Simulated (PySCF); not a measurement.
Molecule: SMILES Cc1ccc(cc1)N (C₇H₉N). Atoms near the plane z = 0.8 Å, at the GFN2-xTB optimised geometry (x, y, z in Å): C1 (2.9, 0.0, 0.0), C2 (1.4, 0.0, 0.0), C3 (0.7, -1.2, 0.0), C4 (-0.7, -1.2, 0.0), C5 (-1.4, 0.0, 0.0), N6 (-2.8, 0.0, -0.1), C7 (-0.7, 1.2, 0.0), C8 (0.7, 1.2, 0.0), H9 (3.3, 0.7, 0.7), H11 (3.3, -1.0, 0.2), H12 (1.2, -2.1, 0.0), H13 (-1.3, -2.1, 0.0), H14 (-3.3, 0.9, 0.2), H15 (-3.3, -0.8, 0.2), H16 (-1.2, 2.1, 0.0), H17 (1.2, 2.1, 0.0).

Calculation: CAM-B3LYP/def2-SVP in PySCF. The values are rescaled to run from 0 to 1.

```
|+++++++++++++++++++++++++++|
|+++++++++++++++++++++++++++|
|+++++++++++++++++++++++++++|
|+++++++++++++++++++++++++++|
|+++++++++++++++++++++++++++|
|+++++++++++++++++++++++++++|
|+++++++++++++++++++++++++++|
|+++++++++++*+++++++++++++++|
|+++++++++****++==++++++++++|
|+++++++++*###*====+++++++++|
|++++===++*%@%*=--=++***++++|
|++++=--=+#%@%*-::-=+##**+++|
|++++=-::+#@@#+-:.:=+##**+++|
|+++==:..+%@@#+-. .-+*#*++++|
|++++=-::+#@@#+-:..-+***++++|
|++++=--=+#%@%*-::-=++*+++++|
|++++===++*%@%*=--==++++++++|
|+++++++++*#%#*====+++++++++|
|+++++++++****++==++++++++++|
|++++++++++**+++++++++++++++|
|+++++++++++++++++++++++++++|
|+++++++++++++++++++++++++++|
|+++++++++++++++++++++++++++|
|+++++++++++++++++++++++++++|
|+++++++++++++++++++++++++++|
|+++++++++++++++++++++++++++|
|+++++++++++++++++++++++++++|
```
Scale: ten equal steps from 0.000 (start of ' ') to 1.00 (end of '@'), in the order ' .:-=+*#%@'; x runs from -5.50 to 5.50, y from -5.50 (bottom) to 5.50 (top).

Question: Which quantity is mapped?
A) log10 of the electron density
B) an orbital amplitude
C) electrostatic potential
D) electron localisation function

Answer: B, an orbital amplitude. In full: HOMO amplitude (bohr^(-3/2)).
